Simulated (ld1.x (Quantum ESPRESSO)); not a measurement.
**Al (Z = 13), ultrasoft: configuration errors across variants**

| Property | Result |
| --- | --- |
| Element | aluminium |
| Generator | ld1.x (Quantum ESPRESSO) 7.5 |
| Type | ultrasoft |
| Functional | PBE |
| Relativity | non-relativistic |
| Frozen core | [Ne] |
| Valence charge | 3 |
| Reference configuration | 3s2 3p0 (charge +1) |
| Partial waves | 3s (bound): rcut 1.65, rcutus 1.75 bohr; 3s channel at -0.1 Ry: rcut 1.65, rcutus 1.75 bohr; 3p (bound, empty): rcut 1.65, rcutus 2.15 bohr; 3p channel at 0.65 Ry: rcut 1.65, rcutus 2.15 bohr |
| Local potential | all-electron potential smoothed inside 1.70 bohr (lloc = -1) |
| Core correction | Bessel-smoothed model core, default radius (core density twice the valence density) |
| Augmentation charge | PSQ, inside the norm-conserving radii |

All-electron excitation energies from the reference (eV): (1) 3s2 3p1 -5.771; (2) 3s1 3p0 19.192; (3) 3s2 3p0.5 -3.681; (4) 3s0 3p3 4.612; (5) 3s1 3p1 5.772; (6) 3s1 3p2 -0.664; (7) 3s2 3p1.3 -6.348.

The default core radius of the base comes out at 1.31 bohr.

2 further variants failed, have other tests or another functional or relativity, and are left out.

Errors AE − PS in meV (a dash: test not solved or not reliable):

| change | (1) | (2) | (3) | (4) | (5) | (6) | (7) | bound ghosts |
| --- | --- | --- | --- | --- | --- | --- | --- | --- |
| base | +0.4 | -5.7 | +0.2 | -3.9 | -1.8 | -0.2 | +0.6 | none |
| waves 3s (bound): rcut 1.65, rcutus 2.34 bohr; 3s channel at -0.1 Ry: rcut 1.65, rcutus 2.34 bohr | +0.3 | -2.8 | +0.1 | -0.4 | -0.5 | +0.5 | +0.4 | none |
| local potential all-electron potential smoothed inside 1.65 bohr (lloc = -1) | +0.4 | -5.6 | +0.2 | -3.9 | -1.8 | -0.2 | +0.6 | none |
| all radii but the core radius scaled by about 1.26 (s 2.20, p 2.70 bohr, rcut 2.08/2.08); local potential all-electron potential smoothed inside 2.14 bohr (lloc = -1) | +0.1 | -12 | 0.0 | -16 | -5.4 | -3.6 | +0.1 | none |
| type TM; waves now 3p (bound): rc 2.15 bohr; 3s (bound): rc 1.75 bohr; local potential the s channel | +2.4 | +4.1 | +0.8 | -11 | -2.0 | -2.3 | +3.4 | none |
| waves 3p (bound): rcut 1.65, rcutus 2.22 bohr; 3p channel at 0.65 Ry: rcut 1.65, rcutus 2.22 bohr | +0.4 | -5.7 | +0.2 | -4.2 | -1.9 | -0.3 | +0.6 | none |
| core correction Bessel-smoothed model core inside 2.00 bohr | 0.0 | +15 | 0.0 | +16 | +3.2 | +3.6 | +0.1 | none |

Give the same row for: wave 3p channel at 0.65 Ry: rcut 1.65, rcutus 2.15 bohr becomes 3p channel at -0.09 Ry: rcut 1.65, rcutus 2.15 bohr.

+0.4, -5.7, +0.2, -3.9, -1.8, -0.2, +0.5; bound ghosts: none.
